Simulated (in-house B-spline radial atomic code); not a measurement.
The outermost shell (largest non-relativistic mean radius) with and without relativity; Dirac values are averaged over j. Computed with an all-electron radial atomic-structure program (B-spline basis): non-relativistic Hartree-Fock and Dirac-Hartree-Fock, averages of the configuration (point nuclei without relativity, finite nuclei with it).

```
ion      configuration  outermost shell  radius non-relativistic (bohr)  radius Dirac (bohr)  radius change (%)  level non-relativistic (eV)  level Dirac (eV)
 Pm       [Xe] 4f5 6s2               6s                          4.9342               4.7052            -4.6427                       -4.568           -4.8026
 Sm       [Xe] 4f6 6s2               6s                          4.8827               4.6454              -4.86                       -4.616           -4.8649
 Eu       [Xe] 4f7 6s2               6s                          4.8336                4.588            -5.0812                       -4.663           -4.9262
 Gd   [Xe] 4f7 5d1 6s2               6s                           4.554                4.276            -6.1046                       -5.033           -5.4374
 Tb       [Xe] 4f9 6s2               6s                          4.7417               4.4791             -5.539                       -4.753           -5.0473
 Dy      [Xe] 4f10 6s2               6s                          4.6984                4.427            -5.7761                       -4.797           -5.1073
 Ho      [Xe] 4f11 6s2               6s                          4.6567               4.3763            -6.0201                       -4.840           -5.1672
 Er      [Xe] 4f12 6s2               6s                          4.6164               4.3269            -6.2709                       -4.882           -5.2272
 Tm      [Xe] 4f13 6s2               6s                          4.5774               4.2785            -6.5297                       -4.924           -5.2872
 Yb      [Xe] 4f14 6s2               6s                          4.5396               4.2311            -6.7947                       -4.965           -5.3474
 Lu  [Xe] 4f14 5d1 6s2               6s                          4.2588               3.9025            -8.3656                       -5.411           -6.0544
 Hf  [Xe] 4f14 5d2 6s2               6s                          4.0684               3.6939            -9.2054                       -5.725           -6.5223
 Ta  [Xe] 4f14 5d3 6s2               6s                          3.9203               3.5307            -9.9359                       -5.979           -6.9118
  W  [Xe] 4f14 5d4 6s2               6s                          3.7981               3.3946            -10.624                       -6.196           -7.2568
 Re  [Xe] 4f14 5d5 6s2               6s                          3.6942                3.277            -11.292                       -6.386           -7.5724
 Os  [Xe] 4f14 5d6 6s2               6s                          3.6037               3.1731             -11.95                       -6.556            -7.867
```
